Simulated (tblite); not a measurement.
Compound: C3H4O4Si.
Cartesian coordinates in Å at the GFN2-xTB level; atoms count from 1:
```
atom  x, y, z in Å
O1     3.3970    0.6326   -0.3646
C2     2.3884   -0.0063   -0.2410
Si3    0.6388    0.7742   -0.2021
O4    -0.1713    0.3311    1.1490
C5    -1.3926   -0.2852    0.8543
C6    -1.4570   -0.5359   -0.6502
O7    -2.3362   -1.0916   -1.2291
O8    -0.3740   -0.0326   -1.2455
H9     2.4544   -1.1124   -0.1350
H10    0.5530    2.1906   -0.5031
H11   -2.2250    0.3639    1.1422
H12   -1.4743   -1.2290    1.3991
```

Computed with GFN2-xTB (tblite): harmonic, unscaled wavenumbers at the GFN2-xTB geometry, gas phase. This tight-binding method is rough: wavenumbers can miss measured ones by several per cent, in bad cases by 10 to 20. Modes of hydrogen on silicon can be 10 to 20 % off. One conformer, not necessarily the lowest.

Harmonic wavenumbers (cm⁻¹): 64.3, 74.7, 125.3, 156.5, 220.4, 320.0, 457.4, 507.3, 544.0, 580.6, 607.1, 692.1, 718.1, 757.6, 815.8, 834.0, 930.4, 949.2, 1079.7, 1138.9, 1154.9, 1248.9, 1345.5, 1428.6, 1765.8, 1833.2, 2385.3, 2687.2, 2942.1, 2965.1.

A = 4508, B = 1085, C = 956.0 MHz; mass 131.988 u (most abundant isotopes); point group C1, symmetry number 1.

Problem. What is the zero-point energy?

Solution. Half the sum of the wavenumbers: 15665 cm⁻¹ = 187.40 kJ/mol.

Problem. What is S at 500 K and 1 bar for an ideal gas of classical rigid rotors and harmonic oscillators?

Solution. Translation 180.50, rotation 126.20, vibration 152.82: S = 459.5 J/(mol K).

Problem. And Cp and H(500 K) − H(0)?

Solution. Cp = 176.46 J/(mol K), of which vibrations give 143.21 (their classical limit is 30 R = 249.4); H(500 K) − H(0) = 55.45 kJ/mol without the zero-point energy, 38.83 from vibrations.

Problem. Blend soft modes into free rotors: weight 1/[1 + (100 cm⁻¹/ν̃)⁴] for the oscillator and the rest for a rotor with moment μB/(μ + B), μ = h/(8π²ν), B = 10⁻⁴⁴ kg m². What vibrational entropy results?

Solution. 141.40 J/(mol K) in place of 152.82, which changes −T·S at 500 K by +5.71 kJ/mol.

Problem. What must be added to the electronic energy to get the Gibbs energy at 500 K and 1 bar?

Solution. ZPE + [H(500 K) − H(0)] − T·S = 187.40 + 55.45 − 229.76 = 13.09 kJ/mol.

Problem. Which modes carry the vibrational entropy at 500 K?

Solution. 64.3 cm⁻¹: 22.35; 74.7 cm⁻¹: 21.11; 125.3 cm⁻¹: 16.84; 156.5 cm⁻¹: 15.02; 220.4 cm⁻¹: 12.24; 320.0 cm⁻¹: 9.29 J/(mol K); the other 24 give 55.97 together.

Hindered rotation and anharmonicity are outside this model. Other conformers, if any are populated, would add a mixing term that is left out. The structure is chiral; the term R ln 2 for an equal mix with its mirror image is left out.
